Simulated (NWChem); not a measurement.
System: GeH$_{2}$, singlet; SMILES [GeH2]

Input file for NWChem:

```
start job
memory heap 200 mb stack 900 mb global 1100 mb
geometry units angstroms noautosym nocenter noautoz
  Ge     0.000000     0.000000     0.034964
  H      0.000000    -1.133163    -1.085552
  H      0.000000     1.133163    -1.085552
end
basis spherical
  * library def2-svpd
end
dft
  xc xpbe96 cpbe96
  iterations 150
end
property
  response 1 0.0
end
task dft property
```

NWChem printed, in part:

```
             Northwest Computational Chemistry Package (NWChem) 7.3.0
             --------------------------------------------------------

                             Geometry "geometry" -> ""
                             -------------------------

 Output coordinates in angstroms (scale by  1.889725989 to convert to a.u.)

  No.       Tag          Charge          X              Y              Z
 ---- ---------------- ---------- -------------- -------------- --------------
    1 Ge                  32.0000     0.00000000     0.00000000     0.03496400
    2 H                    1.0000     0.00000000    -1.13316300    -1.08555200
    3 H                    1.0000     0.00000000     1.13316300    -1.08555200

 Effective nuclear repulsion energy (a.u.)      21.4853700169

  pbe96 is a nonlocal functional; adding pw91lda local functional.
                              NWChem Property Module
                              ----------------------

                                 NWChem DFT Module
                                 -----------------

 Summary of "ao basis" -> "ao basis" (spherical)
 ------------------------------------------------------------------------------
       Tag                 Description            Shells   Functions and Types
 ---------------- ------------------------------  ------  ---------------------
 Ge                        def2-svpd                14       38   6s4p4d
 H                         def2-svpd                 4        8   2s2p

            General Information
            -------------------
          SCF calculation type: DFT
          Wavefunction type:  closed shell.
          No. of atoms     :     3
          No. of electrons :    34
           Alpha electrons :    17
            Beta electrons :    17
          Charge           :     0
          Spin multiplicity:     1
          Use of symmetry is: off; symmetry adaption is: off
          Maximum number of iterations: 150
          AO basis - number of functions:    54
                     number of shells:    22
          Convergence on energy requested:  1.00D-06
          Convergence on density requested:  1.00D-05
          Convergence on gradient requested:  5.00D-04

              XC Information
              --------------
          PerdewBurkeErnzerhof Exchange Functional  1.000
            Perdew 1991 LDA Correlation Functional  1.000 local
           PerdewBurkeErnz. Correlation Functional  1.000 non-local

             Grid Information
             ----------------
          Grid used for XC integration:  medium
          Radial quadrature: Mura-Knowles
          Angular quadrature: Lebedev.
          Tag              B.-S. Rad. Rad. Pts. Rad. Cut. Ang. Pts.
          ---              ---------- --------- --------- ---------
          Ge                  1.25      112           8.0       590
          H                   0.35       45           8.0       434
          Grid pruning is: on
          Number of quadrature shells:   202
          Spatial weights used:  Erf1

      Superposition of Atomic Density Guess
      -------------------------------------

 Sum of atomic energies:       -2076.04220642

      Non-variational initial energy
      ------------------------------

 Total energy =   -2076.009600
 1-e energy   =   -2938.251819
 2-e energy   =     840.756849
 HOMO         =      -0.234904
 LUMO         =      -0.085714

   convergence    iter        energy       DeltaE   RMS-Dens  Diis-err
 ---------------- ----- ----------------- --------- --------- ---------
 d= 0,ls=0.0,diis     1  -2077.5402628557 -2.10D+03  1.33D-02  1.58D-01
 d= 0,ls=0.0,diis     2  -2077.5534903682 -1.32D-02  3.76D-03  6.73D-02
 d= 0,ls=0.0,diis     3  -2077.5594801582 -5.99D-03  1.35D-03  2.58D-03
 d= 0,ls=0.0,diis     4  -2077.5597431912 -2.63D-04  4.60D-04  2.55D-04
 d= 0,ls=0.0,diis     5  -2077.5597911262 -4.79D-05  2.48D-05  8.08D-07
 d= 0,ls=0.0,diis     6  -2077.5597912206 -9.44D-08  8.61D-06  2.20D-07

         Total DFT energy =    -2077.559791220608
      One electron energy =    -2937.457483928071
           Coulomb energy =      917.779738747553
    Exchange-Corr. energy =      -79.367416057021
 Nuclear repulsion energy =       21.485370016932

 Numeric. integr. density =       34.000003639969

                       DFT Final Molecular Orbital Analysis
                       ------------------------------------

 Vector   15  Occ=2.000000D+00  E=-4.716235D-01
              MO Center= -3.2D-10,  9.2D-10, -4.1D-01, r^2= 1.6D+00
   Bfn.  Coefficient  Atom+Function         Bfn.  Coefficient  Atom+Function
  ----- ------------  ---------------      ----- ------------  ---------------
     4      0.767286  1 Ge s                  3     -0.459570  1 Ge s
    39      0.186668  2 H  s                 47      0.186668  3 H  s
     5      0.152728  1 Ge s                 15     -0.101119  1 Ge pz
     2      0.098814  1 Ge s                 18     -0.061557  1 Ge pz
    12      0.059219  1 Ge pz                 6      0.041554  1 Ge s

 Vector   16  Occ=2.000000D+00  E=-2.776488D-01
              MO Center= -6.4D-10, -7.0D-10, -6.8D-01, r^2= 2.3D+00
   Bfn.  Coefficient  Atom+Function         Bfn.  Coefficient  Atom+Function
  ----- ------------  ---------------      ----- ------------  ---------------
    14      0.339100  1 Ge py                39     -0.317852  2 H  s
    47      0.317852  3 H  s                 17      0.266307  1 Ge py
    11     -0.195442  1 Ge py                40     -0.140091  2 H  s
    48      0.140091  3 H  s                 20      0.079865  1 Ge d -1
     8      0.063777  1 Ge py                30     -0.048470  1 Ge d -1

 Vector   17  Occ=2.000000D+00  E=-2.154235D-01
              MO Center= -8.2D-10, -1.6D-09,  6.6D-02, r^2= 2.5D+00
   Bfn.  Coefficient  Atom+Function         Bfn.  Coefficient  Atom+Function
  ----- ------------  ---------------      ----- ------------  ---------------
     4      0.433960  1 Ge s                 18      0.391016  1 Ge pz
    15      0.365386  1 Ge pz                 3     -0.244250  1 Ge s
    39     -0.220967  2 H  s                 47     -0.220967  3 H  s
    12     -0.208502  1 Ge pz                 5      0.131295  1 Ge s
    40     -0.094453  2 H  s                 48     -0.094453  3 H  s

 Vector   18  Occ=0.000000D+00  E=-1.448648D-01
              MO Center=  1.1D-09,  6.3D-10, -2.1D-02, r^2= 2.6D+00
   Bfn.  Coefficient  Atom+Function         Bfn.  Coefficient  Atom+Function
  ----- ------------  ---------------      ----- ------------  ---------------
    16      0.593816  1 Ge px                13      0.497691  1 Ge px
    10     -0.270122  1 Ge px                 7      0.087443  1 Ge px
    44      0.031212  2 H  px                52      0.031212  3 H  px

 Vector   19  Occ=0.000000D+00  E=-5.100608D-04
              MO Center= -1.8D-11, -5.6D-09,  2.7D-02, r^2= 8.4D+00
   Bfn.  Coefficient  Atom+Function         Bfn.  Coefficient  Atom+Function
  ----- ------------  ---------------      ----- ------------  ---------------
     6      2.391473  1 Ge s                  5     -2.118380  1 Ge s
     4     -0.343350  1 Ge s                 18      0.312543  1 Ge pz
    40      0.270464  2 H  s                 48      0.270464  3 H  s
     3      0.227449  1 Ge s                 15      0.170130  1 Ge pz
    12     -0.078095  1 Ge pz                39      0.076063  2 H  s

 Vector   20  Occ=0.000000D+00  E= 7.073717D-03
              MO Center=  7.0D-10,  7.5D-09,  9.5D-02, r^2= 4.5D+00
   Bfn.  Coefficient  Atom+Function         Bfn.  Coefficient  Atom+Function
  ----- ------------  ---------------      ----- ------------  ---------------
    17      0.521365  1 Ge py                35      0.420270  1 Ge d -1
    14      0.320382  1 Ge py                40      0.223008  2 H  s
    48     -0.223008  3 H  s                 39      0.216965  2 H  s
    47     -0.216965  3 H  s                 11     -0.167036  1 Ge py
    30      0.097263  1 Ge d -1              46     -0.097473  2 H  pz

     Multipole analysis of the density
     ---------------------------------

     L   x y z        total         alpha         beta         nuclear
     -   - - -        -----         -----         ----         -------
     0   0 0 0     -0.000000    -17.000000    -17.000000     34.000000

     1   1 0 0      0.000000      0.000000      0.000000      0.000000
     1   0 1 0      0.000000      0.000000      0.000000      0.000000
     1   0 0 1      0.067527      1.028001      1.028001     -1.988476

     2   2 0 0    -12.121116     -6.060558     -6.060558      0.000000
     2   1 1 0      0.000000      0.000000      0.000000      0.000000
     2   1 0 1      0.000000      0.000000      0.000000      0.000000
     2   0 2 0    -15.312272    -12.241591    -12.241591      9.170910
     2   0 1 1     -0.000000     -0.000000     -0.000000      0.000000
     2   0 0 2    -16.479425    -12.517787    -12.517787      8.556148

 *** CALLING NEW AORESP DRIVER FOR CLOSED AND OPEN SHELLS ***
 Entering AOResponse driver routine

--------------------------------------------------------------------------------

          -----------------------------------------------
          Solving response equations for perturbing field
          -----------------------------------------------

[...]

 DFT Linear Response polarizability / au
 Frequency  =       0.0000000 / au
              X              Y              Z
 -----------------------------------------------
 X      30.0255762      0.0000000     -0.0000000
 Y       0.0000000     40.7191245     -0.0000000
 Z      -0.0000000     -0.0000000     42.6449822
 -----------------------------------------------
 Eigenvalues =      30.0255762     40.7191245     42.6449822
 Isotropic   =      37.7965610
 Anisotropic =      11.7751924
 -----------------------------------------------

 Magnetic Dipole Response Matrix (nonzero elements):

 Exiting AOResponse driver routine
```

Level: PBE/def2-SVPD. Low-valent species are run as closed-shell singlets; no triplet was tried in these runs. The geometry was optimised at PBE0-D3(BJ)/def2-TZVP.
